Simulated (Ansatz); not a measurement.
Ideal-gas functions of H$_{4}$N$_{2}$O$_{2}$W (`[NH]=[W](=[NH])([OH])[OH]`) at 600 K and 1 bar, from an Ansatz frequency run at PBE0-D4/def2-TZVP.

Molar mass 247.88 g/mol, point group C2 (symmetry number 2), electronic degeneracy 1, moments of inertia 140.664, 157.103, 160.409 u Å². Harmonic wavenumbers (cm⁻¹, unscaled): 200, 234, 237, 247, 273, 316, 342, 417, 575, 596, 663, 683, 690, 728, 736, 992, 1037, 3667, 3670, 3904, 3907.

Use S(trans) = R[1.5 ln M + 2.5 ln T − 1.1517]; rotational temperatures θ = 24.2544 K / I; S(rot) = R[ln(√π/σ · √(T³/θAθBθC)) + 1.5]; for each mode x = 1.438777 ν̃/T, S = R[x/(eˣ − 1) − ln(1 − e⁻ˣ)] and H = RT x/(eˣ − 1); 1 cm⁻¹ = 0.0119627 kJ/mol; R = 8.31446 J/(mol·K).

**Question.** By hand: the entropy, in J/(mol·K).

**Answer.** Translation 192.1. Rotation: θ = 0.1724, 0.1544, 0.1512 K, giving 114.2. Vibration, mode by mode: 14.50, 13.23, 13.12, 12.79, 11.98, 10.82, 10.19, 8.65, 6.27, 6.02, 5.28, 5.08, 5.02, 4.66, 4.59, 2.83, 2.60, 0.01, 0.01, 0.01, 0.01, in all 137.7. Electronic 0.0. Sum 444.0 J/(mol·K).

**Question.** By hand: H − E and G − E in kJ/mol, counted from the electronic energy.

**Answer.** Zero-point energy ½ × 24114 × 0.0119627 = 144.2; thermal vibration 44.5; translation, rotation and pV give 4 RT = 20.0. H − E = 208.7 kJ/mol, and G − E = 208.7 − 600 × 444.0/1000 = -57.7 kJ/mol.

Vibration gives 31 % of the entropy. The sum counts one conformer and one mirror image; others add a mixing term.
